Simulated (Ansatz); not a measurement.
Basis-set series for C3H8SiTe, SMILES `C=C[Te][SiH2]C`. Total charge 0; spin multiplicity 1. Te takes the def2 core potential. The geometry is a stationary point of PBE0-D4/def2-TZVP. It is one conformer, not always the lowest.

| functional | basis | functions | energy (Eh) | HOMO (eV) | LUMO (eV) |
| --- | --- | --- | --- | --- | --- |
| PBE0-D4 | def2-SVP | 126 | -676.20423 | -5.98 | -0.33 |
| PBE0-D4 | def2-QZVPP | 563 | -676.46819 | -6.09 | -0.59 |
| ωB97M-V | def2-SVP | 126 | -676.32280 | -8.00 | 1.63 |
| ωB97M-V | def2-QZVPP | 563 | -676.59629 | -8.13 | 1.09 |

(1) Give the rows for def2-TZVPP. (Best estimate.)

## Answers

(1) The calculation gave: 
```csv
functional,basis,functions,energy (Eh),HOMO (eV),LUMO (eV)
PBE0-D4,def2-TZVPP,297,-676.44976,-6.07,-0.54
ωB97M-V,def2-TZVPP,297,-676.57862,-8.12,1.25
```

Positive LUMOs are unbound and depend on the basis.

Results of the Gaussian-basis code of Ansatz.
